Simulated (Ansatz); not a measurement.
Reaction (formal loss of a carbene): `C[As]1C[SiH2]1` → `C1[SiH2][AsH]1` + `[CH2]` (triplet)

Program: Ansatz. Geometries: PBE0-D4/def2-TZVP. ΔE: electronic, gas phase. CBS: MP2 limit from def2 TZ/QZ plus the TZ coupled-cluster correction, frozen cores. This one scheme is used for every species. Functionals use def2-TZVPP. B3LYP here is the variant with VWN-RPA as its local correlation; programs differ in this. Triplets are unrestricted, without spin–orbit coupling. For As outer-core shells are correlated without core-valence functions, which leaves a few kJ/mol of doubt a bond. Scalar relativity is left out up to krypton.

```
             level  ΔE (eV)  difference from CCSD(T)/CBS
            PBE-D4     4.69                         0.06
         r2SCAN-D4     4.38                        -0.25
           PBE0-D4     4.59                        -0.04
          B3LYP-D4     4.54                        -0.09
            B2PLYP     4.52                        -0.11
               PBE     4.61                        -0.02
              PBE0     4.52                        -0.11
             B3LYP     4.41                        -0.22
    MP2/def2-TZVPP     4.70                         0.07
SCS-MP2/def2-TZVPP     4.68                         0.05
   CCSD/def2-TZVPP     4.39                        -0.24
CCSD(T)/def2-TZVPP     4.52                        -0.11
     HF/def2-QZVPP     3.02                        -1.61
      HF/CBS(def2)     3.02                        -1.61
     MP2/CBS(def2)     4.80                         0.17
    CCSD/CBS(def2)     4.50                        -0.13
       CCSD(T)/CBS     4.63                            0
```

Largest T1 diagnostic among the species: 0.012.

In def2-TZVPP, CCSD(T) changes the Hartree–Fock value by +1.50 eV (the triples alone add +0.13 eV) and MP2 by +1.67 eV. The D4 term adds +0.13 eV with B3LYP and +0.07 eV with PBE0; it sums over pairs of atoms, weighted by their polarisabilities, and B3LYP, whose exchange is more repulsive, gets the larger term. From PBE to PBE0 (25 % exact exchange), in def2-TZVPP and without D4, ΔE moves by −0.09 eV.
